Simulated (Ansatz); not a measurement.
One change: `CC(Cl)C=O` becomes `CBC(C)Cl`.

Ansatz, PBE0-D4/def2-TZVP geometries, multiplicity 1. Each molecule was computed in one conformer, which needn't be the lowest. `CBC(C)Cl` holds a close contact that its SMILES doesn't draw: Cl···B 2.30 Å.

| property | `CC(Cl)C=O` |
| --- | --- |
| HOMO energy (ωB97M-V/def2-TZVPP) / eV | -10.23 |
| HOMO energy (PBE0/def2-TZVPP) / eV | -7.84 |
| size of the dipole moment (ωB97M-V/def2-TZVPP) / D | 1.84 |
| HOMO–LUMO gap (ωB97M-V/def2-TZVPP) / eV | 11.24 |
| HOMO–LUMO gap (PBE/def2-TZVPP) / eV | 3.78 |
| LUMO energy (ωB97M-V/def2-TZVPP) / eV | 1.01 |

Problem. Give the same properties after the change, and the shifts. (Estimate.)

Solution. The calculation gave: 
| property | `CBC(C)Cl` | shift |
| --- | --- | --- |
| HOMO energy (ωB97M-V/def2-TZVPP) / eV | -10.55 | -0.32 |
| HOMO energy (PBE0/def2-TZVPP) / eV | -8.29 | -0.45 |
| size of the dipole moment (ωB97M-V/def2-TZVPP) / D | 1.74 | -0.10 |
| HOMO–LUMO gap (ωB97M-V/def2-TZVPP) / eV | 11.99 | 0.75 |
| HOMO–LUMO gap (PBE/def2-TZVPP) / eV | 5.49 | 1.71 |
| LUMO energy (ωB97M-V/def2-TZVPP) / eV | 1.44 | 0.43 |

With PBE0 the HOMO falls by 0.45 eV and the LUMO rises by 0.86 eV, so the gap widens by about 1.31 eV. PBE moves the HOMO by -0.71 eV and ωB97M-V by -0.32 eV. Dipoles are sizes alone; their direction can turn.

Positive LUMOs are unbound, so they and the gaps depend on the basis.
